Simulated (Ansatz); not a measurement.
Wavefunction ladder for CH3F3OSi (`OC(F)[SiH](F)F`)

```xyz
9

O    -0.3789    0.3954    1.5376
C    -0.5767   -0.2875    0.3600
F    -1.8076    0.0569   -0.2012
Si    0.7829    0.2436   -0.8495
F     2.1691   -0.3003   -0.3073
F     0.5060   -0.4627   -2.2400
H    -0.9374    0.0287    2.2309
H    -0.6180   -1.3747    0.5104
H     0.8605    1.7008   -1.0409
```

Charge 0, multiplicity 1. The structure was optimised at the PBE0-D4/def2-TZVP level. It is one conformer, not always the lowest. Frozen core, restricted reference, Ansatz 0.2.0. CBS rows extrapolate triple and quadruple zeta; past MP2 they add the triple-zeta difference.

```tsv
basis	HF (Eh)	MP2 corr.
def2-TZVPP	-702.05770	-1.26481
def2-QZVPP	-702.08650	-1.37871
```

(1) Estimate the CCSD correlation energy and the (T) correction in each basis where they were run (hartree).

Results:

(1) 
| basis | CCSD corr. | (T) |
| --- | --- | --- |
| def2-TZVPP | -1.28323 | -0.04078 |
| CBS(def2) | -1.48150 | as TZ |
